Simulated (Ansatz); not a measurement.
Ideal-gas functions of `[OH][Mo]([Cl])([Cl])([Cl])([Cl])[Cl]` at 800 K and 1 bar, from an Ansatz frequency run at PBE0-D4/def2-TZVP.

Molar mass 290.21 g/mol, point group Cs (symmetry number 1), electronic degeneracy 1, moments of inertia 597.225, 614.415, 755.354 u Å². Harmonic wavenumbers (cm⁻¹, unscaled): 69, 85, 89, 165, 168, 179, 205, 223, 256, 314, 333, 376, 390, 404, 470, 649, 756, 3800.

Use S(trans) = R[1.5 ln M + 2.5 ln T − 1.1517]; rotational temperatures θ = 24.2544 K / I; S(rot) = R[ln(√π/σ · √(T³/θAθBθC)) + 1.5]; for each mode x = 1.438777 ν̃/T, S = R[x/(eˣ − 1) − ln(1 − e⁻ˣ)] and H = RT x/(eˣ − 1); 1 cm⁻¹ = 0.0119627 kJ/mol; R = 8.31446 J/(mol·K).

By hand: the entropy, in J/(mol·K).

Translation 200.1. Rotation: θ = 0.0406, 0.0395, 0.0321 K, giving 141.6. Vibration, mode by mode: 25.67, 23.94, 23.56, 18.45, 18.30, 17.77, 16.66, 15.97, 14.84, 13.18, 12.70, 11.72, 11.43, 11.15, 9.96, 7.49, 6.37, 0.07, in all 259.2. Electronic 0.0. Sum 600.9 J/(mol·K).

By hand: H − E and G − E in kJ/mol, counted from the electronic energy.

Zero-point energy ½ × 8931 × 0.0119627 = 53.4; thermal vibration 86.2; translation, rotation and pV give 4 RT = 26.6. H − E = 166.2 kJ/mol, and G − E = 166.2 − 800 × 600.9/1000 = -314.5 kJ/mol.

Vibration gives 43 % of the entropy, 73.2 J/(mol·K) of it from the modes under 150 cm⁻¹: soft modes count most, and the harmonic formula is weakest for them. The sum counts one conformer and one mirror image; others add a mixing term.
